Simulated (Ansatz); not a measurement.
Consider the atomization: `[OH][Mg][Br]` → Br• + H• + Mg (atom) + O•.

Gas-phase electronic energies from Ansatz, PBE0-D4/def2-TZVP geometries. CBS: MP2 limit from def2 TZ/QZ plus the TZ coupled-cluster correction, frozen cores. This one scheme is used for every species, atoms too. DFT in def2-TZVPP. B3LYP here is the variant with VWN-RPA as its local correlation; programs differ in this. HSE06 is defined as in plane-wave codes. No spin–orbit coupling; open shells (•) take unrestricted orbitals. Spin–orbit coupling would lower the free atoms: a little for O; clearly for Br. For Br, Mg outer-core shells are correlated without core-valence functions, so the limit isn't a true one: a few kJ/mol of doubt a bond, and 10 to 20 or more in all where bonds break to atoms. Scalar relativity is left out up to krypton. Each species was taken in one conformer, which may not be the lowest.

Problem. What is ΔE at CCSD(T)/CBS? (Estimate.)

Solution. Ansatz gave: +1206.1 kJ/mol.

Problem. What do these levels give: LDA (SPW92), BLYP-D4, r2SCAN-D4, PBE0-D4, PBE, B3LYP, HSE06, CCSD/def2-TZVPP, HF/def2-QZVPP, MP2/def2-QZVPP, SCS-MP2/def2-QZVPP, CCSD/CBS(def2)? (Estimate.)

Solution. The calculation gave: LDA (SPW92) 1337.5, BLYP-D4 1157.3, r2SCAN-D4 1197.4, PBE0-D4 1155.4, PBE 1178.4, B3LYP 1146.7, HSE06 1152.0, CCSD/def2-TZVPP 1118.1, HF/def2-QZVPP 835.1, MP2/def2-QZVPP 1239.2, SCS-MP2/def2-QZVPP 1213.2, CCSD/CBS(def2) 1185.8 kJ/mol.

Largest T1 diagnostic among the species: 0.009.

From PBE to PBE0 (25 % exact exchange), in def2-TZVPP and without D4, ΔE moves by −27.2 kJ/mol: exact exchange takes away binding that semilocal exchange gives to molecules. The D4 term adds +8.0 kJ/mol with B3LYP and +4.2 kJ/mol with PBE0; it sums over pairs of atoms, weighted by their polarisabilities, and B3LYP, whose exchange is more repulsive, gets the larger term.

For atomizations the MP2-based limit and the directly extrapolated one differ by several kJ/mol either way, and by 10 to 25 for some Ge, Se and Sn compounds, so smaller differences from it don't rank the levels.
